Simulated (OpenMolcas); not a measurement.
# I²⁺: effect of the basis set

- Program: OpenMolcas 26.06
- Method: CASSCF
- Active space: 5 electrons in 8 orbitals (5s 5p 6s 6p)
- State averaging: 2S+1 = 4 odd, 1 root; 2S+1 = 2 odd, 8 roots; 2S+1 = 4 even, 3 roots; 2S+1 = 2 even, 9 roots
- Spin-orbit coupling: state interaction with AMFI integrals over the reference wave functions, term energies averaged over their components

A. ANO-RCC-VTZP [7s6p4d2f1g], DKH2, point nucleus; cost roughly 24 core-seconds
B. ANO-R2 [7s6p4d2f1g], X2C, finite nucleus; cost about 18 core-seconds
C. ANO-RCC [10s9p8d5f3g], DKH2, point nucleus; cost roughly 40 core-seconds

Energies in cm⁻¹ above 5s² 5p³ ⁴S°_3/2.

```
                 Level      A      B      C
       5s² 5p³ ⁴S°_3/2    0.0    0.0    0.0
       5s² 5p³ ²D°_3/2  15279  15378  15308
       5s² 5p³ ²D°_5/2  18664  18734  18703
       5s² 5p³ ²P°_1/2  25888  25983  25881
5s² 5p³ ²P°_3/2 [75 %]  30510  30550  30522
         5s 5p⁴ ⁴P_5/2  89305  89445  89119
         5s 5p⁴ ⁴P_3/2  94025  94092  93827
         5s 5p⁴ ⁴P_1/2  95867  95914  95669
```

Among A to C the level of the table that moves most is 5s 5p⁴ ⁴P_5/2, by 330 cm-1 (lowest in C, highest in B).

Active for correlation alone: 6p 6s; no level in the range computed is led by a configuration that fills them, so any true level of that kind is missing. Terms of s pⁿ other than that of highest spin mix with s² pⁿ⁻² d, which this space lacks; all of them can be thousands of cm-1 off, and some have no real level of that name. Only configurations of the active space appear. The table leaves out levels that lie high or whose names do not pair safely across all columns.

A share in square brackets marks a mixed level and gives the weight of the term that names it, the lowest over the columns. ° marks odd parity.
